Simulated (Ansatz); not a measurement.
Cost and result up the ladder for the cluster H4Au3 (7 atoms). Total charge 0; doublet. Geometry: PBE-D4/def2-TZVP.

```xyz
7

Au   -0.001    0.000   -0.005
Au   -2.524   -0.830    0.169
Au    2.523    0.829   -0.162
H     3.512    1.953    0.370
H    -3.509   -1.957   -0.365
H    -1.422    0.500    0.809
H     1.422   -0.495   -0.816
```

Ansatz on 4 threads of Arm Neoverse V2 on a shared host. Times are rough, and most runs start from the orbitals of an earlier one. ωB97X-V/def2-TZVP serves as the yardstick here, not as an exact answer. Differences are given only for rows in sets of like size (and for xTB, whose basis is part of the method), since another set adds its own error. Binding counts from free atoms at the same level (Au doublet, H doublet; other spins of the atoms weren't run), without zero-point energy or a counterpoise term.

In the def2 sets Au takes a core potential; there is no spin–orbit coupling. B3LYP takes the VWN-RPA correlation. HSE06 is defined as in plane-wave codes, on full-range PBE exchange. Correlated methods freeze no core orbitals; core or outer-core shells of Au are correlated, in sets that lack core-valence functions. The rows differ in basis, and correlated rows in double-zeta sets carry the largest basis error. In CCSD on the charge 0 doublet the largest single amplitude is 0.47, so its Hartree–Fock determinant may place the open shell otherwise than the density functionals do. No other spin state of charge 0 was run. The structure comes from a short search, and lower isomers may exist.

Run but left out: MP2/def2-TZVP (a determinant that CCSD turns far, T1 0.056).

Correlated methods converge slowly with the basis, most of all in double-zeta sets.

```tsv
level	functions	wall time
LDA (SPW92)/def2-TZVP (with forces)	144	1.5 s
PBE-D4/def2-SVP	116	2 s
PBE-D4/def2-TZVP	144	2.7 s
revPBE-D4/def2-TZVP	144	2.7 s
PBE0-D4/def2-SVP	116	3 s
PBE-D4/def2-TZVPD	165	3.2 s
B3LYP-D4/def2-TZVP	144	3.7 s
HSE06-D4/def2-TZVP	144	4.2 s
PBE0-D4/def2-TZVPD	165	4.6 s
BHLYP-D4/def2-TZVP	144	4.6 s
r2SCAN-D4/def2-TZVP	144	6 s
r2SCAN-D4/def2-TZVPD	165	7 s
ωB97X-V/def2-TZVP	144	32 s
CCSD(T)/def2-SVP	116	3.3 min
```

Question: Estimate what each level gives for the binding energy per atom (eV).

Answer: 
```tsv
level	binding energy per atom (eV)	difference from ωB97X-V/def2-TZVP (eV)	remarks
LDA (SPW92)/def2-TZVP (with forces)	2.39	0.58	–
PBE-D4/def2-SVP	1.92	–	–
PBE-D4/def2-TZVP	1.97	0.15	–
revPBE-D4/def2-TZVP	1.89	0.07	–
PBE0-D4/def2-SVP	1.79	–	–
PBE-D4/def2-TZVPD	1.98	0.17	–
B3LYP-D4/def2-TZVP	1.86	0.05	–
HSE06-D4/def2-TZVP	1.85	0.04	–
PBE0-D4/def2-TZVPD	1.86	0.05	–
BHLYP-D4/def2-TZVP	1.72	-0.09	–
r2SCAN-D4/def2-TZVP	2.02	0.21	–
r2SCAN-D4/def2-TZVPD	2.03	0.22	–
ωB97X-V/def2-TZVP	1.81	0.00	–
CCSD(T)/def2-SVP	1.73	–	large T1 (0.056)
```
